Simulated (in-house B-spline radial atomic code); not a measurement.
Configurations of the oxygen ion O⁶⁺, with energies counted from 1s2. Computed with a B-spline radial code for spherical atoms: Dirac-Hartree-Fock, average of configuration, Fermi nucleus of rms radius 2.6991 fm. Energies include first-order Breit, QED and recoil terms.

```
configuration  E - E(ref) (eV)  highest orbital  its <r> (bohr)
      1s1 3d1           663.96            3d5/2           1.499
      1s1 4d1           696.38            4d5/2           2.998
      1s1 4f1            696.4            4f7/2           2.571
      1s1 5d1           711.39            5d5/2           4.926
      1s1 5f1            711.4            5f7/2             4.5
```

Problem. Order these further configurations by energy, lowest first.
A. 1s1 5g1
B. 1s1 3p1
C. 1s1 2p1
D. 1s1 4p1
E. 1s1 5p1

Solution. C (568.96 eV), B (663.26 eV), D (696.09 eV), E (711.24 eV), A (711.4 eV).
